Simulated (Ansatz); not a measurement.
Rh5⁻. The state is a singlet with charge -1. Geometry B3LYP-D4/def2-SVPD.

Cartesian coordinates in Å:
```
Rh -1.088 1.362 1.005
Rh 0.970 1.135 -0.201
Rh 1.937 -1.004 0.351
Rh -1.918 -0.600 0.051
Rh 0.099 -0.892 -1.206
```

In the def2 sets Rh takes a core potential; there is no spin–orbit coupling. LC-ωPBE has ω = 0.4 bohr⁻¹. The restricted singlet is unstable towards broken spin symmetry in Hartree–Fock (as tested in another run); at PBE-D4/def2-TZVPD, B97M-V/def2-TZVPD, r2SCANh-D4/def2-TZVPD, PBE0-D4/def2-TZVPD and others this wasn't settled. At PBE-D4/def2-TZVPD the highest occupied level of the charge -1 singlet lies above zero (up to 0.28 eV). The electron is either unbound and held by the finite basis, or the level is raised by self-interaction error. At PBE-D4/def2-TZVPD an occupied level of the charge -1 singlet lies above an empty one (by up to 0.12 eV), so this SCF solution is probably not the lowest. No other spin state of charge -1 was run. Another isomer (singlet) lies 1.04 eV lower at PBE0-D4/def2-TZVPD; other spin states weren't run for this one.

Question: Estimate the orbital energies around the gap (eV) in Ansatz with PBE-D4/def2-TZVPD, B97M-V/def2-TZVPD, r2SCANh-D4/def2-TZVPD, PBE0-D4/def2-TZVPD, LC-ωPBE/def2-TZVPD.

Answer: 
| orbital | PBE-D4/def2-TZVPD | B97M-V/def2-TZVPD | r2SCANh-D4/def2-TZVPD | PBE0-D4/def2-TZVPD | LC-ωPBE/def2-TZVPD |
| --- | --- | --- | --- | --- | --- |
| HOMO−13 | -1.87 | -1.98 | -2.26 | -2.57 | -4.60 |
| HOMO−12 | -1.85 | -1.94 | -2.22 | -2.51 | -4.52 |
| HOMO−11 | -1.62 | -1.80 | -2.04 | -2.44 | -4.32 |
| HOMO−10 | -1.36 | -1.61 | -1.84 | -2.29 | -4.21 |
| HOMO−9 | -0.83 | -1.06 | -1.24 | -1.68 | -3.89 |
| HOMO−8 | -0.72 | -0.91 | -1.12 | -1.52 | -3.71 |
| HOMO−7 | -0.64 | -0.78 | -1.02 | -1.40 | -3.53 |
| HOMO−6 | -0.59 | -0.73 | -0.89 | -1.37 | -3.45 |
| HOMO−5 | -0.19 | -0.54 | -0.66 | -1.12 | -3.44 |
| HOMO−4 | -0.08 | -0.26 | -0.41 | -1.00 | -3.16 |
| HOMO−3 | -0.01 | -0.25 | -0.36 | -0.77 | -2.79 |
| HOMO−2 | 0.02 | -0.10 | -0.29 | -0.65 | -2.71 |
| HOMO−1 | 0.15 | -0.09 | -0.24 | -0.59 | -2.66 |
| HOMO | 0.28 | -0.01 | -0.12 | -0.48 | -2.23 |
| LUMO | 0.16 | 0.20 | 0.58 | 1.10 | 3.04 |
| LUMO+1 | 0.37 | 0.40 | 0.93 | 1.32 | 3.47 |
| LUMO+2 | 0.48 | 0.41 | 0.93 | 1.39 | 3.53 |
| LUMO+3 | 0.61 | 0.75 | 1.24 | 1.88 | 3.74 |
| LUMO+4 | 0.84 | 0.96 | 1.41 | 1.94 | 4.25 |
| LUMO+5 | 1.20 | 1.09 | 1.69 | 2.03 | 4.49 |
